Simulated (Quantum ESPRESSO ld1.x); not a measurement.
Task: Radial electron density D(r) = 4 pi r^2 rho(r) of an atom or ion with 49 electrons. Method: non-relativistic Kohn-Sham, LDA (Slater exchange, Perdew-Wang correlation), spin-polarised, spherical densities, point nucleus; computed with ld1.x of Quantum ESPRESSO 7.5.

r (bohr)  D(r) (e/bohr)   spin D(r)
0.004261          15.24  -0.0000144
0.005775          23.85  -0.0000110
0.007764          34.97   0.0000180
0.01052           48.12    0.000129
0.01415           59.81    0.000444
0.01917           66.36     0.00126
0.02578           64.92     0.00295
0.03493           59.51     0.00599
0.04735           61.40     0.00970
0.06365           75.48      0.0110
0.08627           87.34     0.00629
0.116             78.32   -0.000637
0.1572            64.08     0.00519
0.213             70.47      0.0218
0.2864            68.83      0.0138
0.3882            38.63     0.00116
0.5219            23.94      0.0398
0.7073            28.18      0.0368
0.9586            19.75    -0.00134
1.289             7.960       0.102
1.747             2.817       0.117
2.348            0.8430    0.000583
3.183            0.3611       0.248
4.279            0.3672       0.363
5.799           0.09703      0.0970
7.859          0.004344     0.00434

What is the nuclear charge?

Result: Z = 53. The innermost maximum, from 1s, lies near 1/Z = 0.0189 bohr (found: 0.0209), and its height grows with Z. The density is that of the iodine ion I4+ in [Kr] 4d10 5s2 6p1; the configuration itself is not fixed sharply by these data, and Z only to a few units. D(r) has 5 maxima, at r = 0.0209, 0.0884, 0.246, 0.707, 3.80 bohr, and minima at 0.0391, 0.165, 0.518, 3.08 bohr, inside which lie 2.00, 11.35, 29.00, 48.13 electrons.
